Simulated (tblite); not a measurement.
Species: C8H8O (charge +1 and doublet state).
SMILES with atom numbers: `[CH2+:1][C:2]1[CH:3]=[CH:4][CH:5]=[C:6]1[C:7]([CH3:8])=[O:9]` (hydrogens: H10, H11 on C1; H12 on C3; H13 on C4; H14 on C5; H15, H16, H17 on C8)

Structure used (GFN2-xTB), in Å, numbered top down from 1:
```
atom  x, y, z in Å
C1    -1.6402   -1.7280    0.0941
C2    -1.2665   -0.4472    0.1795
C3    -2.1037    0.7384    0.2141
C4    -1.3035    1.8520    0.3233
C5     0.0559    1.4453    0.3743
C6     0.1032    0.0656    0.3735
C7     1.2455   -0.8444    0.4786
C8     2.5778   -0.1698    0.2304
O9     1.1418   -2.0242    0.6675
H10   -2.6716   -2.0206   -0.0314
H11   -0.9074   -2.5265    0.1431
H12   -3.1787    0.7090    0.2117
H13   -1.6401    2.8721    0.3625
H14    0.8880    2.1222    0.4500
H15    3.3387   -0.9398    0.1165
H16    2.8011    0.4440    1.1041
H17    2.5528    0.4639   -0.6524
```

Structure optimised with GFN2-xTB, isolated species. This method treats the open shell by occupation alone, without spin polarisation.

Take the most abundant isotopes and a rigid rotor. The values belong to one conformer with, in the numbering `[CH2+:1][C:2]1[CH:3]=[CH:4][CH:5]=[C:6]1[C:7]([CH3:8])=[O:9]`, H–C1–C2–C3 4° and -176°, C5–C6–C7–C8 -16°.

(1) Give the principal moments of inertia and the rotational constants in MHz.

(2) What kind of rotor is it?

(3) What does the inertial defect say?

(4) Give the other two planar moments, Paa and Pbb, and the rms extents of the mass along the axes.

Results:

(1) Ia = 180.24, Ib = 327.70, Ic = 499.39 u·Å²; 505379 MHz·u·Å²/I gives A = 2804, B = 1542, C = 1012 MHz.

(2) An asymmetric top; Ray's κ = -0.408.

(3) Not planar: Δ = Ic − Ia − Ib = -8.55 u·Å². For a rigid frame Δ = −2 Σ m c², so Σ m c² = 4.27 u·Å² lies off the ab plane: 1.93 from hydrogen and 2.34 from heavier atoms. The atom farthest from that plane is 1.11 Å away.

(4) Paa = Σ m a² = (Ib + Ic − Ia)/2 = 323.43 and Pbb = Σ m b² = (Ia + Ic − Ib)/2 = 175.97 u·Å². With the mass M = 120.06 u, the rms extents √(P/M) along a, b and c are 1.64, 1.21, 0.19 Å.

For this open shell read J as N, the rotation without spin; fine and hyperfine splittings come on top. Its GFN2-xTB frequencies are all real (lowest 60 cm⁻¹). No vibrational averaging or centrifugal distortion is included, and the geometry carries the error of its method.

All values are computed, not measured.
